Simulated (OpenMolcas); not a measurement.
Nb4+ (d1) among equal point charges was computed by CASSCF with the d shell active (OpenMolcas, ANO-RCC-VDZP on the metal). Its lowest spin-free states, and all those of the highest spin:

```
2S+1  Degeneracy  E (cm-1)
   2           1       0.0
   2           2      4623
   2           2      8433
```

Problem. Is the site octahedral, tetrahedral or cube-like, axial, or of lower symmetry?

Solution. The states with 2S+1 = 2 have orbital degeneracies 1, 2, 2. There are pairs but no triples, so the site is axial: not cubic, but with a proper or improper axis of order three or more. The run had Nb4+ among 6 point charges of -1 e arranged as a trigonal prism (D3h), 2.07 Å from the ion, with a polar angle of 63.3° against the regular 49.1°.

This is an electrostatic model: the charges have no orbitals. No measured value stands beside these numbers.
